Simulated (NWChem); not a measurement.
Species: C2H7NOSi, singlet; SMILES [Si](O)N(C)C

```xyz
12

Si    -0.7930     0.9076     0.0010
O      0.4600     2.0142    -0.0011
H      1.3897     1.7612    -0.0054
N      0.0138    -0.6426     0.0007
C     -0.8173    -1.8250    -0.0013
C      1.4221    -0.9373     0.0008
H     -0.6377    -2.4520    -0.8949
H     -0.6367    -2.4555     0.8895
H     -1.8815    -1.5378    -0.0002
H      1.7167    -1.5282     0.8886
H      1.7198    -1.5174    -0.8930
H      2.0271    -0.0179     0.0079
```
Atoms are numbered in this order, from 1.

Program: NWChem. Low-valent species are run as closed-shell singlets; no triplet was tried in these runs. Geometry: optimised at PBE0/def2-SVP. Not confirmed as a minimum by frequencies. Level MN15/def2-SVP: energy and gradient on several grids; changes count from the extra-fine grid, which is no exact limit either.

```
grid     size of the energy change (μHa)  largest change of a gradient component (μHa/bohr)  time, medium = 1 (rough)
-------  -------------------------------  -------------------------------------------------  ------------------------
xcoarse                            30000                                               3000                   about 1
coarse                               400                                                700                   about 1
medium                                10                                                100                   about 1
fine                                < 10                                               < 30                   about 1
xfine                               < 10                                               < 30                         4
```
